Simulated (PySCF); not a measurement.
**Working out the ionisation energy of Te⁺**

Te⁺ [Kr] 4d10 5s2 5p3 (4S) → Te²⁺ [Kr] 4d10 5s2 5p2 (3P). Computed with PySCF 2.14 in x2c-TZVPall (8s6p4d2f, 60 functions), with the spin-free X2C one-electron Hamiltonian (Gaussian nucleus). Frozen: [Kr] 4d10. Energies in hartree (1 hartree = 27.21139 eV):

```csv
part,Te⁺ (lower),Te²⁺ (upper)
UHF,-6790.569544,-6789.894794
MP2 opposite-spin,-0.043442,-0.037397
MP2 same-spin,-0.015616,-0.007241
```

Q: What does Hartree-Fock give?

A: (-6789.894794) − (-6790.569544) = 0.674750 hartree = 18.361 eV.

Q: What do MP2 and SCS-MP2 (6/5 opposite-spin, 1/3 same-spin) give?

A: The opposite-spin parts differ by 0.164 eV and the same-spin parts by 0.228 eV. MP2: 18.361 + (0.164) + (0.228) = 18.753 eV. SCS-MP2: 18.361 + 1.2 × (0.164) + (0.228)/3 = 18.634 eV.

Reference: 18.6 ± 0.4 eV (measured; NIST Atomic Spectra Database, ionization energies), between the lowest levels; spin-orbit coupling is absent from the calculation.

What remains against the reference includes basis incompleteness, the frozen core and correlation beyond second order.
